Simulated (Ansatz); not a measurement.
Start from `[NH2][Ga]([Br])[Br]` and change one element to get `[NH2][In]([Br])[Br]`.

Ansatz, PBE0-D4/def2-TZVP geometries, multiplicity 1. Each molecule was computed in one conformer, which needn't be the lowest.

Elements past krypton have def2 core potentials. Scalar relativity is left out up to krypton.

| property | `[NH2][Ga]([Br])[Br]` |
| --- | --- |
| LUMO energy (ωB97M-V/def2-TZVPP) / eV | 0.60 |
| HOMO energy (B3LYP/def2-TZVPP) / eV | -7.72 |
| HOMO energy (PBE/def2-TZVPP) / eV | -6.59 |
| HOMO–LUMO gap (PBE0/def2-TZVPP) / eV | 6.71 |
| HOMO energy (PBE0/def2-TZVPP) / eV | -7.98 |
| HOMO–LUMO gap (B3LYP/def2-TZVPP) / eV | 6.13 |

Problem. What does the change do to each property? (Estimate.)

Solution. Ansatz gave: 
```
                             property  `[NH2][In]([Br])[Br]`  shift
LUMO energy (ωB97M-V/def2-TZVPP) / eV                  -0.31  -0.91
  HOMO energy (B3LYP/def2-TZVPP) / eV                  -7.71   0.01
    HOMO energy (PBE/def2-TZVPP) / eV                  -6.61  -0.02
 HOMO–LUMO gap (PBE0/def2-TZVPP) / eV                   5.78  -0.93
   HOMO energy (PBE0/def2-TZVPP) / eV                  -7.95   0.03
HOMO–LUMO gap (B3LYP/def2-TZVPP) / eV                   5.23  -0.90
```

B3LYP here is the variant with VWN-RPA as its local correlation; programs differ in this.

Spin–orbit coupling is left out; it splits and shifts lone-pair levels of the heavy atoms by tenths of an eV.
